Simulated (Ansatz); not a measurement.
One change: `F[SiH]1[SiH2][SiH2]1` becomes `[SiH2]1[SiH2][SiH2]1`.

Ansatz, PBE0-D4/def2-TZVP geometries, multiplicity 1. 

```csv
property,`F[SiH]1[SiH2][SiH2]1`
zero-point energy (PBE0-D4/def2-TZVP) / kJ/mol,116.9
HOMO energy (PBE0/def2-TZVPP) / eV,-7.08
"ideal-gas entropy at 298 K and 1 bar (rigid rotor, harmonic PBE0-D4/def2-TZVP) / J/(mol·K)",345
size of the dipole moment (B3LYP/def2-TZVPP) / D,1.26
LUMO energy (PBE0/def2-TZVPP) / eV,-1.69
size of the dipole moment (PBE/def2-TZVPP) / D,1.16
```

Problem. What does the change do to each property? (An estimate is asked.)

Solution. The calculation gave: 
```csv
property,`[SiH2]1[SiH2][SiH2]1`,shift
zero-point energy (PBE0-D4/def2-TZVP) / kJ/mol,129.1,12.2
HOMO energy (PBE0/def2-TZVPP) / eV,-6.94,0.14
"ideal-gas entropy at 298 K and 1 bar (rigid rotor, harmonic PBE0-D4/def2-TZVP) / J/(mol·K)",308,-37
size of the dipole moment (B3LYP/def2-TZVPP) / D,0.00,-1.26
LUMO energy (PBE0/def2-TZVPP) / eV,-1.17,0.52
size of the dipole moment (PBE/def2-TZVPP) / D,0.00,-1.16
```

With PBE0 the HOMO rises by 0.14 eV and the LUMO rises by 0.52 eV, so the gap widens by about 0.38 eV. PBE moves the HOMO by 0.08 eV and ωB97M-V by 0.15 eV.

B3LYP here is the variant with VWN-RPA as its local correlation; programs differ in this.
